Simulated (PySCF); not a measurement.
H$_{4}$B (SMILES [BH4-]), charge -1, singlet, at a GFN2-xTB geometry; PySCF with MP2/3-21G.

The PySCF input:
```python
from pyscf import gto, scf, mp

mol = gto.Mole()
mol.atom = '''
B 
H  1 1.228733
H  1 1.228733 2 109.471221
H  1 1.228733 2 109.471221 3 -120.000000
H  1 1.228733 4 109.471221 3 -120.000000
'''
mol.basis = '3-21g'
mol.charge = -1
mol.verbose = 4
mol.build()

mf = scf.RHF(mol)
mf.kernel()

pt = mp.MP2(mf)
pt.kernel()
print('E(MP2) = %.10f' % pt.e_tot)
```

It wrote (shortened):

```
PySCF version 2.14.0

[INPUT] verbose = 4
[INPUT] num. atoms = 5
[INPUT] num. electrons = 10
[INPUT] charge = -1
[INPUT] spin (= nelec alpha-beta = 2S) = 0
[INPUT] symmetry False subgroup None
[INPUT] Mole.unit = angstrom
[INPUT] Symbol           X                Y                Z      unit          X                Y                Z       unit  Magmom
[INPUT]  1 B      0.000000000000   0.000000000000   0.000000000000 AA    0.000000000000   0.000000000000   0.000000000000 Bohr   0.0
[INPUT]  2 H      1.228733000000   0.000000000000   0.000000000000 AA    2.321968850215   0.000000000000   0.000000000000 Bohr   0.0
[INPUT]  3 H     -0.409577674057   0.000000000000   1.158460579477 AA   -0.773989630704   0.000000000000   2.189173221317 Bohr   0.0
[INPUT]  4 H     -0.409577674057  -1.003256291110  -0.579230289739 AA   -0.773989630704  -1.895879622945  -1.094586610659 Bohr   0.0
[INPUT]  5 H     -0.409577651886   1.003256300161  -0.579230289739 AA   -0.773989588807   1.895879640050  -1.094586610659 Bohr   0.0

nuclear repulsion = 10.1957589189797
number of shells = 13
number of NR pGTOs = 27
number of NR cGTOs = 17
basis = 3-21g
ecp = {}

******** <class 'pyscf.scf.hf.RHF'> ********
method = RHF
initial guess = minao
damping factor = 0
level_shift factor = 0
DIIS = <class 'pyscf.scf.diis.CDIIS'>
diis_start_cycle = 1
diis_space = 8
diis_damp = 0
SCF conv_tol = 1e-09
SCF conv_tol_grad = None
SCF max_cycles = 50
direct_scf = True
direct_scf_tol = 1e-13
Set gradient conv threshold to 3.16228e-05
Initial guess from minao.
init E= -26.4958815661198
  HOMO = -0.355225435354117  LUMO = 0.256379242602551  gap/eV = 16.64261
cycle= 1 E= -26.7935352563386  delta_E= -0.298  |g|= 0.224  |ddm|= 1.51
  HOMO = -0.139383255117837  LUMO = 0.573835317372675  gap/eV = 19.40767
cycle= 2 E= -26.811565561885  delta_E= -0.018  |g|= 0.0524  |ddm|= 0.378
  HOMO = -0.172238358311306  LUMO = 0.556419394124092  gap/eV = 19.82779
cycle= 3 E= -26.8126486279239  delta_E= -0.00108  |g|= 0.0122  |ddm|= 0.0701
  HOMO = -0.170575773721126  LUMO = 0.557982122475961  gap/eV = 19.82507
cycle= 4 E= -26.8127205297474  delta_E= -7.19e-05  |g|= 0.00066  |ddm|= 0.0321
  HOMO = -0.170474068324524  LUMO = 0.55806826479205  gap/eV = 19.82465
cycle= 5 E= -26.8127207491903  delta_E= -2.19e-07  |g|= 2.67e-05  |ddm|= 0.00184
  HOMO = -0.170477603715421  LUMO = 0.558072208642069  gap/eV = 19.82485
cycle= 6 E= -26.8127207496188  delta_E= -4.28e-10  |g|= 4.57e-06  |ddm|= 7.11e-05
  HOMO = -0.170477747128148  LUMO = 0.558071985854735  gap/eV = 19.82485
Extra cycle  E= -26.8127207496372  delta_E= -1.84e-11  |g|= 1.65e-06  |ddm|= 1.64e-05
converged SCF energy = -26.8127207496372

******** <class 'pyscf.mp.mp2.RMP2'> ********
nocc = 5, nmo = 17
E(RMP2) = -26.8899511620333  E_corr = -0.0772304123961068
E(SCS-RMP2) = -26.89700803559  E_corr = -0.084287285952828
E_corr(same-spin) = -0.00967985644903869
E_corr(oppo-spin) = -0.0675505559470681
E(MP2) = -26.8899511620
```
